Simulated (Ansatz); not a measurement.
**GeClF (SMILES [F][Ge][Cl]): the energy, rung by rung**

The species is GeClF (3 atoms), meant as a singlet with charge 0. SMILES: `[F][Ge][Cl]`. Geometry: optimised at wB97X-V/def2-SVP.

```xyz
3

F     0.1100    1.4178    0.2059
Ge   -0.7630    0.0368   -0.4103
Cl    0.6422   -1.5194    0.1913
```

Quantity: the adiabatic ionisation energy (to the doublet cation, shapes relaxed at wB97X-V/def2-SVP, no zero-point term), in eV. The values are calculated.

| level | kind | program | value (eV) |
| --- | --- | --- | --- |
| HF/def2-TZVPP | Hartree–Fock | Ansatz | 9.68 |
| SVWN5/def2-TZVPP | LDA | Ansatz | 10.63 |
| PBE/def2-TZVPP | GGA | Ansatz | 10.41 |
| r2SCAN/def2-TZVPP | meta-GGA | Ansatz | 10.47 |
| PBE0-D4/def2-TZVPP | global hybrid | Ansatz | 10.50 |
| wB97M-V/def2-TZVPP | range-separated hybrid | Ansatz | 10.59 |
| B2PLYP/def2-TZVPP | double hybrid | Ansatz | 10.53 |
| MP2/def2-TZVPP | perturbation theory | Ansatz | 10.46 |

All-electron rows without a relativistic Hamiltonian named are non-relativistic. The values span 9.68 to 10.63 eV. In the correlated wave-function rows the outer d shell of Ge is correlated, in sets not made for it.
